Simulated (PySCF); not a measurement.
H4NSi (SMILES [NH][SiH3]), doublet, geometry from GFN2-xTB. Base run: PySCF with DF-HF/6-31G*.

Input for PySCF:
```python
from pyscf import gto, scf

mol = gto.M(
    atom='''
N     1.072844   -0.472334   -0.037573
Si   -0.466234    0.176594    0.025059
H     1.908143    0.009852   -0.325644
H    -0.919697   -0.037797    1.412548
H    -1.295333   -0.714284   -0.808995
H    -0.675749    1.576251   -0.365727
''',
    basis='6-31g*',
    charge=0,
    spin=1,
    verbose=4,
)

mf = scf.UHF(mol)
mf = mf.density_fit(auxbasis='def2-universal-jkfit')
mf.kernel()
mf.analyze()
```

The base run was repeated with changes; each row names its change, and settings that it needs were set with it.

```tsv
change	basis functions	E (Eh)	HOMO (eV)	dipole (D)
base	40	-345.64271	-11.30	1.82
basis = STO-3G	(withheld)	(withheld)	(withheld)	(withheld)
basis = def2-SV(P)	40	-345.51542	-11.36	1.77
basis = cc-pVDZ	52	(withheld)	(withheld)	(withheld)
basis = pcseg-1	52	-345.62739	-11.42	1.79
basis = pc-1	52	-345.64148	-11.44	1.79
basis = 6-31G**	52	-345.65159	-11.28	1.80
basis = aug-pcseg-1	(withheld)	(withheld)	(withheld)	(withheld)
basis = pcseg-2	120	-345.70159	-11.46	1.71
basis = cc-pV(T+d)Z	125	-345.70972	-11.45	1.61
basis = aug-cc-pVTZ	(withheld)	(withheld)	-11.46	(withheld)
basis = def2-QZVP	247	-345.71938	-11.48	1.61
basis = def2-QZVPP	247	-345.71938	-11.48	1.61
```

Q: Some entries are withheld; supply them.

A: 
- basis = STO-3G, basis functions: 18
- basis = STO-3G, E (Eh): -341.61425
- basis = STO-3G, HOMO (eV): -8.08
- basis = STO-3G, dipole (D): 1.68
- basis = cc-pVDZ, E (Eh): -345.66364
- basis = cc-pVDZ, HOMO (eV): -11.27
- basis = cc-pVDZ, dipole (D): 1.64
- basis = aug-pcseg-1, basis functions: 86
- basis = aug-pcseg-1, E (Eh): -345.63479
- basis = aug-pcseg-1, HOMO (eV): -11.47
- basis = aug-pcseg-1, dipole (D): 1.58
- basis = aug-cc-pVTZ, basis functions: 188
- basis = aug-cc-pVTZ, E (Eh): -345.70707
- basis = aug-cc-pVTZ, dipole (D): 1.59

Totals compare only among sets that treat the same electrons; sets with core potentials leave the core out.

Open shells are given as the SCF converged; they aren't shown to be the lowest states, and a large step between rows can be another state.
